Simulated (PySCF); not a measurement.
Vertical excitations of a molecule C3H8Si from TDA-PBE/def2-SVPD (PySCF), as energy in eV (oscillator strength): 5.97 (0.000), 6.56 (0.188), 6.61 (0.229), 6.83 (0.003), 7.04 (0.040), 7.10 (0.014), 7.16 (0.003), 7.26 (0.020), 7.29 (0.037), 7.59 (0.010). Lowest triplet (TDA): 4.26 eV. Geometry optimised at B3LYP-D3(BJ)/def2-SVP. Other conformers were not sampled.

Task: Which molecule gave these data?
(A) [SiH3]C1CC1
(B) C1C[SiH2]C1
(C) C=CC[SiH3]
(D) C/C=C\[SiH3]

Result: C, C=CC[SiH3]
